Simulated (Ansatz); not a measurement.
BH$_{5}$OSiZn, SMILES `OB[SiH2][ZnH]`, relaxed with RKS PBE0-D4/def2-TZVP in the Gaussian-basis code of Ansatz from a PBE-D4/def2-SVP geometry. The force threshold is 0.005 eV/Å; the program also tests the step.

Total charge 0; spin multiplicity 1.

Start:

```xyz
9

O    -0.541   -1.764    1.151
B    -0.193   -1.236   -0.056
Si    0.933    0.437   -0.125
Zn   -0.545    2.291   -0.288
H    -1.129   -2.537    1.062
H    -0.629   -1.734   -1.090
H     1.819    0.429   -1.351
H     1.819    0.613    1.087
H    -1.535    3.502   -0.390
```

Problem. How much energy does the relaxation release, and in how many steps? (Estimate.)

Solution. Ansatz gave: 1.91 kJ/mol, in 7 steps.

Problem. Which bonds change most? (An estimate is asked.)

Solution. Ansatz gave: B2–H6 from 1.228 to 1.207 Å; Si3–H8 from 1.512 to 1.494 Å; Si3–H7 from 1.512 to 1.495 Å; O1–H5 from 0.976 to 0.961 Å.

Problem. Give the relaxed structure. (An estimate is asked.)

Solution. Ansatz gave: 
```xyz
9

O    -0.540   -1.771    1.137
B    -0.192   -1.245   -0.062
Si    0.906    0.442   -0.127
Zn   -0.546    2.324   -0.289
H    -1.097   -2.551    1.066
H    -0.599   -1.768   -1.071
H     1.789    0.422   -1.333
H     1.784    0.598    1.071
H    -1.506    3.549   -0.392
```
